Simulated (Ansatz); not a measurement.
Program: Ansatz. Geometries: PBE0-D4/def2-TZVP. ΔE: electronic, gas phase. CCSD(T)/CBS adds triple-zeta CCSD(T) − MP2 to the extrapolated MP2 energy (def2 sets, frozen cores). This one scheme is used for every species. For Mg outer-core shells are correlated without core-valence functions, which leaves a few kJ/mol of doubt a bond. One conformer a species, not always the lowest.

`[CH3][Mg][Cl]` + `O[SiH3]` → `[CH3][Mg][O][SiH3]` + HCl  (ligand exchange at a Mg–Cl bond)

```csv
species,SCS-MP2/def2-QZVPP energy (Eh)
`[CH3][Mg][Cl]`,-699.49183
`O[SiH3]`,-366.63896
`[CH3][Mg][O][SiH3]`,-605.77802
HCl,-460.33756
```

Problem. Work out ΔE.

Solution. ΔE = (-605.77802) + (-460.33756) − (-699.49183) − (-366.63896) = 0.01521 Eh = +39.9 kJ/mol. CCSD(T)/CBS gives +40.6 kJ/mol.

Largest T1 diagnostic among the species: 0.011.

From PBE to PBE0 (25 % exact exchange), in def2-TZVPP and without D4, ΔE moves by +3.4 kJ/mol. Leaving LDA and LC-ωPBE aside and taking each functional with its dispersion term where it has one, the values, not all of them listed here, spread over 10.5 kJ/mol, from BLYP-D4 to HSE06-D4. LDA lies −3.6 kJ/mol from PBE without D4.
